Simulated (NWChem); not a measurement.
System: C2H3Br; SMILES C=CBr

Input file for NWChem:

```
start job
memory heap 200 mb stack 900 mb global 1100 mb
geometry units angstroms noautosym nocenter noautoz
  C     -0.337241     2.096033     0.000000
  C      0.511994     1.074495     0.000000
  Br    -0.024926    -0.726849     0.000000
  H     -1.420750     1.956767     0.000000
  H      0.053427     3.117378     0.000000
  H      1.598152     1.191327     0.000000
end
basis spherical
  * library def2-svp
end
dft
  xc pbe0
  iterations 150
end
cosmo
  do_cosmo_smd true
  solvent water
end
task dft energy
```

Structure relaxed at the PBE0/def2-SVP level. Solvent: water.

Level: PBE0/def2-SVP with SMD (1 M gas to 1 M solution), gas-phase geometry.

Task: What results follow from this input? (PBE0/def2-SVP, SMD on the gas-phase geometry.) Quantities: solvation free energy (kcal/mol); cavity-dispersion-structure term (kcal/mol); dipole in solution (D).

Result: 
```json
{
 "solvation free energy (kcal/mol)": "-0.1",
 "cavity-dispersion-structure term (kcal/mol)": "2.1",
 "dipole in solution (D)": "1.78"
}
```
